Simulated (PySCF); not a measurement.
```xyz
3
charge -1 multiplicity 3, angstrom
Ag    0.0000    0.0000    0.0000
Se    0.0000    0.0000    2.3957
Se    0.0000    0.0000   -2.3957
```

These are results of UPBE/[Ag def2-SVPD with ECP28, Se def2-SVPD], scalar-relativistic core potentials, density fitting, no spin–orbit coupling, PySCF, not measurements.

This geometry of AgSe₂⁻ is a stationary point at this level.

What is the point group?

D∞h.

Is it a minimum?

Yes: all harmonic wavenumbers are real.

Give the atomic charges and bond orders.


```json
{"atom": "Ag1", "Mulliken": "0.17", "Löwdin": "-0.33", "polar tensor": "0.00", "spin (Mulliken)": "0.06", "Mayer order to Ag1": "–"}
{"atom": "Se2,3", "Mulliken": "-0.58", "Löwdin": "-0.33", "polar tensor": "-0.50", "spin (Mulliken)": "0.97", "Mayer order to Ag1": "0.85"}
```
Other Mayer orders above 0.3: Se–Se 0.89.

Give the ideal-gas entropy at 298.15 K and 1 bar by parts.

translation 178.5, rotation 80.1, vibration 51.0, spin 9.1; total 318.8 J/(mol K).

This need not be the most stable arrangement of these atoms. Other spin states or occupations of the open shell can lie lower.
